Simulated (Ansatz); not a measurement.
Cost and result for the atomization energy of CH$_{10}$B$_{2}$Si$_{2}$, SMILES `B[SiH](C)B[SiH3]` (15 atoms, 14 bonds).

| atom | x (Å) | y (Å) | z (Å) |
| --- | --- | --- | --- |
| B1 | 2.105 | 0.547 | -0.838 |
| Si2 | 0.614 | 0.917 | 0.453 |
| C3 | 0.556 | -0.234 | 1.939 |
| B4 | -0.916 | 0.714 | -0.828 |
| Si5 | -1.989 | -0.970 | -0.992 |
| H6 | 2.479 | 1.393 | -1.595 |
| H7 | 2.602 | -0.539 | -0.924 |
| H8 | 0.682 | 2.345 | 0.894 |
| H9 | 0.526 | -1.276 | 1.612 |
| H10 | -0.330 | -0.046 | 2.550 |
| H11 | 1.436 | -0.104 | 2.573 |
| H12 | -1.102 | 1.594 | -1.618 |
| H13 | -2.115 | -1.732 | 0.282 |
| H14 | -3.351 | -0.790 | -1.567 |
| H15 | -1.198 | -1.818 | -1.940 |

Total charge 0; spin multiplicity 1. The geometry is a stationary point of PBE0-D4/def2-TZVP. It is one conformer, not always the lowest. Program: Ansatz. All runs use 4 threads of an Intel Xeon Platinum 8488C on a shared host. Times are those of one run each, without the atoms' runs, and a repeat can differ threefold. Electronic energies, without spin–orbit coupling; frozen cores. CCSD(T)/CBS adds CCSD(T) − MP2 in def2-TZVPP to the MP2 limit, and its time is that of the two runs behind it. T1 = 0.015. B3LYP takes the VWN-RPA correlation (the form of Gaussian; ORCA's B3LYP/G).

CCSD(T)/CBS is a level of theory with its own doubt, some kJ/mol a heavy atom from the limit and from the frozen cores, so smaller differences don't rank the functionals.

```csv
level,functions,wall time,atomization (kcal/mol),difference from CCSD(T)/CBS,per bond
PBE-D4/def2-TZVPP (with forces),317,2.6 s,1171.4,7.7,0.6
PBE0-D4/def2-TZVPP,317,3.1 s,1167.3,3.6,0.3
r2SCAN-D4/def2-TZVPP (with forces),317,3.9 s,1174.6,10.9,0.8
B3LYP-D4/def2-TZVPP (with forces),317,5.5 s,1172.0,8.3,0.6
B2PLYP/def2-TZVPP,317,6.5 s,1154.2,-9.5,-0.7
ωB97X-V/def2-TZVPP,317,7.5 s,1175.0,11.3,0.8
ωB97M-V/def2-TZVPP (with forces),317,11 s,1169.8,6.1,0.4
MP2/def2-QZVPP,611,29 s,1151.6,-12.1,-0.9
CCSD(T)/def2-TZVPP,317,8.3 min,1139.1,-24.6,-1.8
CCSD(T)/CBS(def2),–,8.8 min,1163.7,0.0,0.0
```

From PBE to PBE0 (25 % exact exchange), in def2-TZVPP and without D4, the atomization energy moves by −3.0 kcal/mol: exact exchange takes away binding that semilocal exchange gives to molecules. In def2-TZVPP, CCSD(T) changes the Hartree–Fock value by +229.4 kcal/mol (the triples alone add +10.5 kcal/mol) and MP2 by +227.4 kcal/mol; breaking electron pairs costs correlation energy, which Hartree–Fock lacks. The D4 term adds +12.5 kcal/mol with B3LYP and +6.7 kcal/mol with PBE0; it sums over pairs of atoms, weighted by their polarisabilities, and B3LYP, whose exchange is more repulsive, gets the larger term.
